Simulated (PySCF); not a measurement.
I2, charge -1, doublet, geometry from GFN2-xTB (a state made from the parent by changing its charge; the spin is typed, not shown lowest) (core potentials on I). Base run: B3LYP/def2-SVP (PySCF).

The PySCF input:
```python
from pyscf import gto, scf, dft

mol = gto.M(
    atom='''
I    -0.000000   -0.000000   -1.707770
I     0.000000    0.000000    1.707770
''',
    basis='def2-svp',
    ecp={'I': 'def2-svp'},
    charge=-1,
    spin=1,
    verbose=4,
)

mf = dft.UKS(mol)
mf.xc = 'b3lyp'
mf.kernel()
mf.analyze()
```

Each row names what was changed in the base input (with any setting that the change needs).

```
change                                                                                                                          basis functions        E (Eh)  HOMO (eV)
------------------------------------------------------------------------------------------------------------------------------  ---------------  ------------  ---------
base                                                                                                                                         52    -595.69838      -1.32
basis = ANO-RCC-VDZP; relativity = spin-free X2C; nucleus = Gaussian (with nucmod='G'; without ecp={'I': 'def2-svp'})                        86  -14231.04709      -1.46
basis = ANO-RCC-VDZP; relativity = spin-free X2C (without ecp={'I': 'def2-svp'})                                                             86  -14231.52396      -1.46
basis = x2c-SVPall; relativity = spin-free X2C; nucleus = Gaussian (with nucmod='G'; without ecp={'I': 'def2-svp'})                          72  -14229.89840      -1.05
basis = x2c-SVPall; relativity = spin-free X2C (without ecp={'I': 'def2-svp'})                                                               72  -14230.25522      -1.05
basis = ANO-RCC-VDZP; relativity = none (without ecp={'I': 'def2-svp'})                                                                      86  -13355.00035      -2.50
basis = Sapporo-DKH3-DZP-2012; relativity = spin-free X2C; nucleus = Gaussian (with nucmod='G'; without ecp={'I': 'def2-svp'})              104  -14230.59959      -1.73
basis = Sapporo-DKH3-DZP-2012; relativity = spin-free X2C (without ecp={'I': 'def2-svp'})                                                   104  -14231.01943      -1.73
basis = x2c-SVPall; relativity = none (without ecp={'I': 'def2-svp'})                                                                        72  -13455.31910      -2.18
basis = Sapporo-DKH3-DZP-2012; relativity = none (without ecp={'I': 'def2-svp'})                                                            104  -13375.03358      -2.37
```

Total energies compare only within one method and basis.

Open shells are given as the SCF converged; they aren't shown to be the lowest states, and a large step between rows can be another state.

Basis sets contracted for a relativistic Hamiltonian are a mismatch without it, so the rows without relativity aren't non-relativistic limits. No row has spin-orbit coupling; sets with core potentials leave out the core electrons.
